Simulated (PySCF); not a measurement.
# Correlation energy of B (boron, neutral)

[He] 2s1 2p1 3d1, one real determinant (an excited configuration). All numbers are calculated (PySCF 2.14, scalar relativity by spin-free X2C-1e, in aug-cc-pCVTZ-DK (7s6p4d2f, 59 functions)). Frozen: nothing; 5 electrons correlated.

```csv
level,correlation energy (mhartree)
CCSD,-56.39
(T),-0.28
CCSD(T),-56.67
```

Diagnostics: T1 = 0.0061, D1 = 0.0175, largest double amplitude 0.059.

The real determinant used has ⟨L²⟩ near 8 against 12 for a pure F term, so it mixes terms. The outer electron is Rydberg-like, and this basis confines it to a smaller radius and binds it less than a complete one would.

Cost of the coupled-cluster step: roughly 7 core-seconds, for 5 correlated electrons.

The reference is one real determinant that mixes LS terms of this configuration.
